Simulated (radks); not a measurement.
The numbers below are computed, except where a source is named.
Sb I, 51 electrons, occupied as [Kr] 4d10 5s2 5p3. Level of theory: scalar-relativistic Kohn-Sham, LDA (Slater exchange, Perdew-Wang correlation), spin-polarised, spherical densities, point nucleus; open shells are filled with parallel spins first (spin-orbit coupling, left out, can overturn this in heavy ions); hard spherical wall at 2.5 bohr (a radial shooting solver on a logarithmic mesh with Libxc functionals).

Unscreened Slater integrals over Kohn-Sham orbitals (hartree). They are taken over the spin-up orbitals. Empty in this configuration: 4f.

integral,value
"F0(5p,5p)",0.57812
"F2(5p,5p)",0.32166
"F0(5p,5s)",0.58130
"G1(5p,5s)",0.40443
"F0(5p,4d)",0.66168
"F2(5p,4d)",0.26978
"G1(5p,4d)",0.10765
"G3(5p,4d)",0.10691
"F0(5p,4p)",0.68856
"F2(5p,4p)",0.24503
"G0(5p,4p)",0.062737
"G2(5p,4p)",0.084541
"F0(5p,4f)",0.61068
"F2(5p,4f)",0.30909
"G2(5p,4f)",0.20164
"G4(5p,4f)",0.16580
"F0(5s,5s)",0.58539
"F0(5s,4d)",0.66492
"G2(5s,4d)",0.12701
"F0(5s,4p)",0.68968
"G1(5s,4p)",0.076421
"F0(5s,4f)",0.61574
"G3(5s,4f)",0.20520
"F0(4d,4d)",0.87376
"F2(4d,4d)",0.44295
"F4(4d,4d)",0.29239
"F0(4d,4p)",0.94473
"F2(4d,4p)",0.47557
"G1(4d,4p)",0.60492
"G3(4d,4p)",0.37156
"F0(4d,4f)",0.74233
"F2(4d,4f)",0.36076
"F4(4d,4f)",0.22914
"G1(4d,4f)",0.43666
"G3(4d,4f)",0.26653
"G5(4d,4f)",0.18651
"F0(4p,4p)",1.0382
"F2(4p,4p)",0.54226
"F0(4p,4f)",0.78049
"F2(4p,4f)",0.35103
"G2(4p,4f)",0.28998
"G4(4p,4f)",0.19365
"F0(4f,4f)",0.66717
"F2(4f,4f)",0.35440
"F4(4f,4f)",0.23342
"F6(4f,4f)",0.17202

Derived for the open shells (J is the average intra-shell exchange parameter used in DFT+U). 5p: J = F2/5 = 0.06433 hartree.
